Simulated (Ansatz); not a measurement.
Program: Ansatz. Geometries: PBE0-D4/def2-TZVP. ΔE: electronic, gas phase. CCSD(T)/CBS adds triple-zeta CCSD(T) − MP2 to the extrapolated MP2 energy (def2 sets, frozen cores). This one scheme is used for every species. Functionals use def2-TZVPP. B3LYP here is the variant with VWN-RPA as its local correlation; programs differ in this. One conformer a species, not always the lowest.

`BC(C)F` + H₂S → `CC(F)S` + BH₃  (substitution at a C–B bond)

```tsv
species	B3LYP energy (Eh)
`BC(C)F`	-204.57890
H₂S	-399.42676
`CC(F)S`	-577.36435
BH₃	-26.62450
```

Problem. Work out ΔE.

Solution. ΔE = (-577.36435) + (-26.62450) − (-204.57890) − (-399.42676) = 0.01681 Eh = +44.1 kJ/mol. CCSD(T)/CBS gives +38.9 kJ/mol.

Largest T1 diagnostic among the species: 0.011.

The D4 term adds −3.1 kJ/mol with B3LYP and −1.5 kJ/mol with PBE0; it sums over pairs of atoms, weighted by their polarisabilities, and B3LYP, whose exchange is more repulsive, gets the larger term. At CCSD(T), def2-SVP lies +3.3 kJ/mol from the extrapolated value and def2-TZVPP +0.5 kJ/mol. Leaving LDA and LC-ωPBE aside and taking each functional with its dispersion term where it has one, the values, not all of them listed here, spread over 6.1 kJ/mol, from revPBE-D4 to B97M-V. LDA lies +3.1 kJ/mol from PBE without D4.
